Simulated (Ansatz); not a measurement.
Ansatz (an electronic-structure program) input (revPBE/def2-TZVPD):

Ansatz 0.2 input:
```yaml
crystal:
  periodic: [false, false, false]
  atoms:
    - {symbol: Si, position_ang: [1.11070745, -0.00724270, 0.10703146]}
    - {symbol: O, position_ang: [-0.41832094, 0.33328254, -0.41023062]}
    - {symbol: C, position_ang: [-1.59103498, -0.33933816, 0.02089691]}
    - {symbol: H, position_ang: [1.11970240, -0.14546652, 1.59686309]}
    - {symbol: H, position_ang: [1.94797200, 1.14224590, -0.32341083]}
    - {symbol: H, position_ang: [-2.45056569, 0.26334925, -0.27129757]}
    - {symbol: H, position_ang: [-1.60203762, -0.46724288, 1.10787261]}
    - {symbol: H, position_ang: [-1.67219812, -1.32171944, -0.45200438]}
basis:
  gaussian:
    orbitals: def2-TZVPD
hamiltonian:
  xc: {name: revPBE}
magnetization: {spin_polarized: true, initial_magnetization: 1}
output: {forces: true}
```

Output:

```
Functional definition: revPBE
integrals: 0.06 GiB planned
888 factors; their error is unknown
0.26 GiB of the device are held for the grids
0.63 GiB of device memory are held for the factors and their scratch space
mean field: 0.72 GiB planned
mean field evaluation 1: about -11033.7836 eV, gradient 4.3e1 eV
mean field evaluation 2: about -10983.1421 eV, gradient 1.1e2 eV
mean field evaluation 4: about -11040.9254 eV, gradient 9.6e0 eV
mean field evaluation 8: about -11041.2647 eV, gradient 1.2e-1 eV
mean field evaluation 16: about -11041.2395 eV, gradient 1.9e-4 eV
mean field -11041.23948557 eV, -405.7580670739 hartree, gradient 1.8e-5 eV, S^2 0.752242; 0 other end points of the search recorded, 0 dependent functions left out
the calculation of the forces begins
reference -11041.23954484 eV, -405.7580692518 hartree; 17, 16 occupied and 148, 149 virtual orbitals, 888 factors
Total energy: -11041.23954484 eV, -405.7580692518 hartree
Atom 0 at     1.110707    -0.007243     0.107031 Å, force     0.403826    -0.312302     0.037000 eV/Å
Atom 1 at    -0.418321     0.333283    -0.410231 Å, force    -0.188999     0.364589    -0.358935 eV/Å
Atom 2 at    -1.591035    -0.339338     0.020897 Å, force    -0.024386    -0.059882     0.054351 eV/Å
Atom 3 at     1.119702    -0.145467     1.596863 Å, force     0.025168    -0.025907     0.258088 eV/Å
Atom 4 at     1.947972     1.142246    -0.323411 Å, force     0.137710     0.203703    -0.082786 eV/Å
Atom 5 at    -2.450566     0.263349    -0.271298 Å, force    -0.266951     0.175672    -0.088417 eV/Å
Atom 6 at    -1.602038    -0.467243     1.107873 Å, force    -0.037332    -0.051426     0.315429 eV/Å
Atom 7 at    -1.672198    -1.321719    -0.452004 Å, force    -0.049035    -0.294448    -0.134730 eV/Å
Dipole moment:    -0.204866    -0.119327     0.098133 e Å
```

It need not be the lowest isomer of its formula.
